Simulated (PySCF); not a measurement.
## Bonding in `CCn1cc(C)[n+](C)n1`

Compound: C₆H₁₂N₃ (charge +1).
Numbering: `[CH3:1][CH2:2][n:3]1[cH:4][c:5]([CH3:6])[n+:7]([CH3:8])[n:9]1` (hydrogens: H10, H11, H12 on C1; H13, H14 on C2; H15 on C4; H16, H17, H18 on C6; H19, H20, H21 on C8)

Cartesian coordinates in Å at the GFN2-xTB level; atoms count from 1:
```
atom  x, y, z in Å
C1     3.0758   -0.1090    0.6313
C2     2.2763   -0.5281   -0.5984
N3     0.8732   -0.2453   -0.4176
C4     0.2351    0.9308   -0.5801
C5    -1.0843    0.6979   -0.2469
C6    -2.2707    1.5721   -0.2346
N7    -1.1179   -0.6152    0.0944
C8    -2.2530   -1.3758    0.5220
N9     0.0570   -1.1659   -0.0112
H10    4.1214   -0.3549    0.4739
H11    2.7290   -0.6404    1.5137
H12    2.9978    0.9610    0.8066
H13    2.6259    0.0064   -1.4837
H14    2.3658   -1.6036   -0.7590
H15    0.7227    1.8241   -0.9112
H16   -2.7388    1.5731    0.7491
H17   -1.9922    2.5893   -0.4917
H18   -3.0112    1.2212   -0.9534
H19   -1.9301   -2.3993    0.7002
H20   -2.6635   -0.9576    1.4418
H21   -3.0274   -1.3637   -0.2456
```

Bond orders from the PBE0/pcSseg-1 density (PySCF). One conformer (not necessarily the lowest) at the GFN2-xTB geometry, without solvent, vibrations or thermal averaging.

**Question.** Where do the orders between heavy atoms depart from those drawn in the SMILES?

**Answer.** The largest departure is 0.435, at C5–N7 (drawn aromatic, 1.065), counting aromatic bonds as 1.5. Drawn single, order below 0.88: C2–N3 (0.843). The bonds drawn aromatic range from 1.06 to 1.47. The SMILES, with its formal charges, is one Lewis structure only.

**Question.** Give the Mayer order of every bond, beside its length.

**Answer.** 
| bond | drawn as | length (Å) | Mayer order |
| --- | --- | --- | --- |
| C1–C2 | single | 1.525 | 1.056 |
| C2–N3 | single | 1.443 | 0.843 |
| N3–C4 | aromatic | 1.348 | 1.170 |
| C4–C5 | aromatic | 1.381 | 1.469 |
| C5–C6 | single | 1.474 | 1.099 |
| C5–N7 | aromatic | 1.357 | 1.065 |
| N7–C8 | single | 1.432 | 0.886 |
| N7–N9 | aromatic | 1.302 | 1.272 |
| N9–N3 | aromatic | 1.296 | 1.277 |
| C1–H10 | single | 1.086 | 0.955 |
| C1–H11 | single | 1.087 | 0.955 |
| C1–H12 | single | 1.087 | 0.957 |
| C2–H13 | single | 1.092 | 0.931 |
| C2–H14 | single | 1.091 | 0.928 |
| C4–H15 | single | 1.070 | 0.977 |
| C6–H16 | single | 1.089 | 0.917 |
| C6–H17 | single | 1.085 | 0.940 |
| C6–H18 | single | 1.090 | 0.917 |
| C8–H19 | single | 1.088 | 0.942 |
| C8–H20 | single | 1.091 | 0.944 |
| C8–H21 | single | 1.090 | 0.944 |

By pair of heavy elements: C–C: lowest C1–C2 (1.056, 1.525 Å), highest C4–C5 (1.469, 1.381 Å). C–N: lowest C2–N3 (0.843, 1.443 Å), highest N3–C4 (1.170, 1.348 Å). N–N: all 2 within 0.02 of one another (1.272 to 1.277).

**Question.** Sum the orders of all bonds at each heavy atom with more than one neighbour and set the sums beside the valence in the SMILES.

**Answer.** C1 3.923 (drawn 4), C2 3.758 (drawn 4), N3 3.290 (drawn 3), C4 3.616 (drawn 4), C5 3.633 (drawn 4), C6 3.873 (drawn 4), N7 3.223 (drawn 4), C8 3.716 (drawn 4), N9 2.549 (drawn 3). Orders between atoms that aren't bonded are not in these sums.

For a closed shell the Mayer order of atoms A and B is Σ (PS)μν (PS)νμ over the basis functions μ on A and ν on B, with P the density and S the overlap matrix.
